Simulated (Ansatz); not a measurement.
Reaction (formal exchange of groups at a B–C bond): `B/C(C)=C/F` + `B1CCN1` → `BC1BNC1` + `C/C=C\F`

Computed with Ansatz on PBE0-D4/def2-TZVP structures; ΔE is electronic, products minus reactants. CBS: MP2 limit from def2 TZ/QZ plus the TZ coupled-cluster correction, frozen cores. Double bonds are as drawn, so ΔE can hold a change between cis and trans. DFT in def2-TZVPP. B3LYP here is the variant with VWN-RPA as its local correlation; programs differ in this.

Task: Is it downhill or uphill in electronic energy at CCSD(T)/CBS, and by how much? (An estimate is asked.)

Result: The calculation gave: Uphill: ΔE = +6.5 kJ/mol.

Task: What do these levels give: B3LYP-D4, ωB97X-V, ωB97M-V, r2SCAN, PBE0, HF/def2-TZVPP, MP2/def2-TZVPP, SCS-MP2/def2-TZVPP, CCSD(T)/def2-TZVPP, HF/def2-QZVPP, SCS-MP2/def2-QZVPP, HF/CBS(def2)? (Estimate.)

Result: The calculation gave: B3LYP-D4 10.0, ωB97X-V 8.1, ωB97M-V 6.9, r2SCAN 8.6, PBE0 8.3, HF/def2-TZVPP 15.7, MP2/def2-TZVPP 8.6, SCS-MP2/def2-TZVPP 9.6, CCSD(T)/def2-TZVPP 7.8, HF/def2-QZVPP 15.5, SCS-MP2/def2-QZVPP 8.9, HF/CBS(def2) 15.4 kJ/mol.

Largest T1 diagnostic among the species: 0.014.

In def2-TZVPP, CCSD(T) changes the Hartree–Fock value by −7.9 kJ/mol (the triples alone add −0.2 kJ/mol) and MP2 by −7.1 kJ/mol.
